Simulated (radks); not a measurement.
Species: Ni XVIII. Configuration: [Ne] 4f1 (not the ground configuration).

Method: non-relativistic Kohn-Sham, AM05, spin-polarised, spherical densities, point nucleus; open shells are filled with parallel spins first; computed with a radial shooting solver on a logarithmic mesh with Libxc functionals.

Energy parts (hartree):
total: -1346.16668
kinetic: 1345.39420
electron-nucleus: -2918.67825
Hartree: 269.17766
exchange-correlation: -42.06029

Orbitals (lengths in bohr, moments of r in powers of bohr; r(90%) holds 90 % of the orbital's charge):
| orbital | occ. | eigenvalue (hartree) | <r> | r(90%) |
|---|---|---|---|---|
| 1s down | 1 | -321.8023 | 0.05486 | 0.0977 |
| 1s up | 1 | -321.8020 | 0.05486 | 0.0977 |
| 2s up | 1 | -57.76632 | 0.2442 | 0.376 |
| 2s down | 1 | -57.76027 | 0.2441 | 0.376 |
| 2p up | 3 | -53.55957 | 0.2121 | 0.345 |
| 2p down | 3 | -53.55561 | 0.2120 | 0.345 |
| 4f up | 1 | -9.83099 | 0.9912 | 1.43 |

The highest occupied level is 4f up at -267.51 eV. Virial ratio -V/T = 2.00057. Spin moment in Bohr magnetons: 1.

Run on one thread of a shared host, so times are rough (Intel(R) Xeon(R) Platinum 8488C): 0.08 s of CPU time, 0.09 s wall, 13 iterations on 2476 mesh points.
